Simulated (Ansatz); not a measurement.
CH7N3W (`[CH3][W](=[NH])(=[NH])[NH2]`): the same geometry under several functionals.

```yaml
crystal:
  periodic: [false, false, false]
  atoms:
    - {symbol: C, position_ang: [-1.553837, 0.689879, 0.448530]}
    - {symbol: W, position_ang: [0.405675, -0.023282, 0.014020]}
    - {symbol: N, position_ang: [1.030360, -0.563509, 1.562826]}
    - {symbol: N, position_ang: [1.219210, 1.347084, -0.721598]}
    - {symbol: N, position_ang: [0.280429, -1.511637, -1.241168]}
    - {symbol: H, position_ang: [-2.151996, -0.108725, 0.895858]}
    - {symbol: H, position_ang: [-1.518205, 1.526019, 1.150254]}
    - {symbol: H, position_ang: [-2.039415, 1.032318, -0.469423]}
    - {symbol: H, position_ang: [1.649671, -0.566768, 2.357582]}
    - {symbol: H, position_ang: [1.910922, 2.075370, -0.801201]}
    - {symbol: H, position_ang: [0.330955, -2.479955, -0.962162]}
    - {symbol: H, position_ang: [0.436231, -1.416785, -2.233517]}
basis:
  gaussian: {orbitals: def2-TZVPP}
hamiltonian: {xc: {name: LC-wPBE}}
output: {orbitals: {seedname: orbitals}}
```

```sh
$ ansatz run in.yaml --threads 4 --pin off --events-out ev --progress --plain --max-ram 11315MiB
```

Shortened log:

```
Functional definition: LC-wPBE
1393 factors; their error is unknown
446 factors; integrals over basis functions are off by at most 2.3e-5 eV
mean field evaluation 1: about -7432.4524 eV, gradient 9.5e1 eV
mean field evaluation 2: about -7408.3268 eV, gradient 1.5e2 eV
mean field evaluation 4: about -7448.4960 eV, gradient 5.4e0 eV
mean field evaluation 8: about -7448.5511 eV, gradient 4.0e-1 eV
mean field evaluation 16: about -7448.5351 eV, gradient 9.8e-4 eV
mean field -7448.53505718 eV, -273.7286145531 hartree, gradient 3.1e-5 eV, S^2 0.000000; 0 other end points of the search recorded, 0 dependent functions left out
reference -7448.53505719 eV, -273.7286145534 hartree; 24, 24 occupied and 254, 254 virtual orbitals, 1393 factors
Total energy: -7448.53505719 eV, -273.7286145534 hartree
```

It took 3.3 s on 4 threads of an Arm Neoverse V2 on a shared host, with 0.53 GiB of host memory at the peak.

Changing it to `hamiltonian: {xc: {name: revPBE}, dispersion: d4}` (abridged; 2.7 s):

```
Functional definition: revPBE
mean field evaluation 16: about -7452.5758 eV, gradient 1.1e-2 eV
mean field -7452.57578574 eV, -273.8771085888 hartree, gradient 7.8e-5 eV, S^2 0.000000
Total energy: -7453.32156707 eV, -273.9045155471 hartree
```

Changing it to `hamiltonian: {xc: {name: r2SCANh}, dispersion: d4}` (abridged; 6.5 s):

```
Functional definition: r2SCANh
mean field evaluation 16: about -7448.8483 eV, gradient 5.7e-4 eV
mean field -7448.84826352 eV, -273.7401246737 hartree, gradient 7.3e-5 eV, S^2 0.000000
Total energy: -7448.92363200 eV, -273.7428944144 hartree
```

The same input with `hamiltonian: {xc: pbe, dispersion: d4}` and forces (abridged; 3.2 s):

```
Functional definition: PBE
mean field evaluation 16: about -7446.5188 eV, gradient 1.2e-2 eV
mean field -7446.51876685 eV, -273.6545172499 hartree, gradient 2.5e-5 eV, S^2 0.000000
Total energy: -7446.80143631 eV, -273.6649051609 hartree
Atom 0 force     0.040594    -0.015698    -0.010139 eV/Å
Atom 1 force    -0.450956    -0.167790    -0.177082 eV/Å
Atom 2 force     0.036422    -0.256607     0.423533 eV/Å
Atom 3 force     0.098236     0.366509    -0.320987 eV/Å
Atom 4 force    -0.098549     0.050139     0.034108 eV/Å
Atom 5 force    -0.116753    -0.148905     0.089368 eV/Å
Atom 6 force    -0.004914     0.165359     0.137894 eV/Å
Atom 7 force    -0.095017     0.070085    -0.172508 eV/Å
Atom 8 force     0.242333     0.010042     0.282847 eV/Å
Atom 9 force     0.266967     0.259423    -0.015448 eV/Å
Atom 10 force     0.023606    -0.340142     0.072060 eV/Å
Atom 11 force     0.058032     0.007584    -0.343646 eV/Å
Dipole moment:     0.154028    -0.207280    -0.160495 e Å
```

The same input with `hamiltonian: {xc: {name: B2PLYP}}` (abridged; 7.5 s):

```
Functional definition: B2PLYP
mean field evaluation 16: about -7432.3074 eV, gradient 1.2e-3 eV
mean field -7432.30743123 eV, -273.1322602989 hartree, gradient 7.9e-6 eV, S^2 0.000000
4 core orbitals not correlated: weight in the atoms' cores, before any rotation towards them, 1.000 or more for the frozen orbitals, at most 0.000 for the correlated occupied ones
second order -44.96963433 eV of doubles, -0.00000000 eV of singles
Total energy: -7444.44941826 eV, -273.5784700921 hartree
```

With the line `hamiltonian: {xc: {name: B3LYP}, dispersion: d4}` and forces (abridged; 6 s):

```
Functional definition: B3LYP
mean field evaluation 16: about -7452.7851 eV, gradient 5.7e-3 eV
mean field -7452.78513735 eV, -273.8848021183 hartree, gradient 4.3e-5 eV, S^2 0.000000
Total energy: -7453.23965071 eV, -273.9015051764 hartree
Atom 0 force    -0.254734     0.088870     0.052886 eV/Å
Atom 1 force    -0.083098    -0.053086    -0.050753 eV/Å
Atom 2 force     0.147196    -0.147607     0.404438 eV/Å
Atom 3 force     0.197476     0.358435    -0.199955 eV/Å
Atom 4 force    -0.017309    -0.186923    -0.157379 eV/Å
Atom 5 force     0.018683     0.049364    -0.023554 eV/Å
Atom 6 force    -0.017403    -0.042673    -0.036985 eV/Å
Atom 7 force     0.012388    -0.015698     0.054436 eV/Å
Atom 8 force     0.003623     0.004747    -0.006595 eV/Å
Atom 9 force     0.002518    -0.005906     0.005895 eV/Å
Atom 10 force    -0.003863    -0.016675    -0.030954 eV/Å
Atom 11 force    -0.005476    -0.032847    -0.011482 eV/Å
Dipole moment:     0.150540    -0.205229    -0.159063 e Å
```

B3LYP takes the VWN-RPA correlation (the form of Gaussian; ORCA's B3LYP/G).
